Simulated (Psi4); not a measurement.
C$_{4}$H$_{5}$ (SMILES C=C1[CH]C1), doublet (typed; the unrestricted solution is spin-contaminated), geometry from GFN2-xTB. Base run: CCSD(T)/3-21G (Psi4).

Input for Psi4:
```
memory 2 GB

molecule mol {
0 2
  C    -0.004878   -0.077144    0.263949
  C     0.198556   -0.718365   -0.916368
  C    -0.063830    0.736041   -0.991915
  C    -0.103072   -0.069384    1.602210
  H     0.400798   -1.598282   -1.472232
  H     0.748833    1.416627   -1.231052
  H    -1.023224    1.090278   -1.359183
  H     0.022160   -0.973491    2.172999
  H    -0.309221    0.837978    2.142213
}

set basis 3-21g
set reference uhf

energy('ccsd(t)')
print_variables()
```

The base run was repeated with changes; each row names its change, and settings that it needs were set with it.

```json
[
 {"change": "base", "ΔE vs base (mEh)": "0.000", "MP2 correlation (Eh)": "-0.32363", "CC correlation without the perturbative part (Eh)": "-0.37141", "basis functions": "46", "core-seconds (rough)": "30", "outcome": "converged"},
 {"change": "method = ccsd", "ΔE vs base (mEh)": "11.394", "MP2 correlation (Eh)": "-0.32363", "CC correlation without the perturbative part (Eh)": "-0.37141", "basis functions": "46", "core-seconds (rough)": "10", "outcome": "converged"},
 {"change": "puream = off", "ΔE vs base (mEh)": "0.000", "MP2 correlation (Eh)": "-0.32363", "CC correlation without the perturbative part (Eh)": "-0.37141", "basis functions": "46", "core-seconds (rough)": "30", "outcome": "converged"},
 {"change": "method = scs-mp2", "ΔE vs base (mEh)": "59.791", "MP2 correlation (Eh)": "-0.32363", "CC correlation without the perturbative part (Eh)": "-", "basis functions": "46", "core-seconds (rough)": "2", "outcome": "converged"},
 {"change": "puream = on", "ΔE vs base (mEh)": "0.000", "MP2 correlation (Eh)": "-0.32363", "CC correlation without the perturbative part (Eh)": "-0.37141", "basis functions": "46", "core-seconds (rough)": "20", "outcome": "converged"},
 {"change": "cc_type = df", "ΔE vs base (mEh)": "-", "MP2 correlation (Eh)": "-", "CC correlation without the perturbative part (Eh)": "-", "basis functions": "-", "core-seconds (rough)": "-", "outcome": "input refused"},
 {"change": "method = mp2", "ΔE vs base (mEh)": "59.243", "MP2 correlation (Eh)": "-0.32357", "CC correlation without the perturbative part (Eh)": "-", "basis functions": "46", "core-seconds (rough)": "2", "outcome": "converged"},
 {"change": "method = omp2", "ΔE vs base (mEh)": "47.756", "MP2 correlation (Eh)": "-0.32357", "CC correlation without the perturbative part (Eh)": "-", "basis functions": "46", "core-seconds (rough)": "9", "outcome": "converged"},
 {"change": "freeze_core = on", "ΔE vs base (mEh)": "6.361", "MP2 correlation (Eh)": "-0.31698", "CC correlation without the perturbative part (Eh)": "-0.36517", "basis functions": "46", "core-seconds (rough)": "10", "outcome": "converged"},
 {"change": "method = mp2.5", "ΔE vs base (mEh)": "45.549", "MP2 correlation (Eh)": "-0.32357", "CC correlation without the perturbative part (Eh)": "-", "basis functions": "46", "core-seconds (rough)": "3", "outcome": "converged"}
]
```

Open shells are given as the SCF converged; they aren't shown to be the lowest states, and a large step between rows can be another state.

- cc_type = df: ended with `psi4.driver.p4util.exceptions.MissingMethodError: Method=ccsd(t) is not available for any derivative level under conditions CC_TYPE=DF, REFERENCE=UHF, FREEZE_CORE=FALSE, QC_MODULE=(auto). See https://psicode.org/psi4manual/master/introduction.html#ss-ccsd-prt-`
